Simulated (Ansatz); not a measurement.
Species: SbI₂, charge -1, multiplicity 1. 
Structure (B3LYP-D3(BJ)/def2-TZVP (Ansatz, an electronic-structure program) minimum search):
```xyz
3

Sb     0.0306     0.0027     1.2342
I      1.0177    -1.9333    -0.6152
I     -1.0471     1.9307    -0.5724
```
Charge -1, spin multiplicity 1.

Basis-set convergence of Hartree-Fock and CCSD correlation energies (hartree) with Ansatz. Valence correlation only, unless marked. Spin-orbit coupling is left out. Frozen are the shells of the preceding noble gas and the d and f shells that filled before the atom's block. Past Kr the def2 sets carry scalar-relativistic core potentials.

The Hartree-Fock reference is unstable (checked in the largest basis), which strains HF and MP2. 

| basis | functions | E(HF) | E(corr, CCSD) |
|---|---|---|---|
| def2-SVPD | 102 | -832.70089 | -0.32374 |
| def2-TZVPPD | 174 | … | … |

Problem. What belongs in the gaps?

Solution. 
- def2-TZVPPD, E(HF): -832.72493
- def2-TZVPPD, E(corr, CCSD): -0.42497
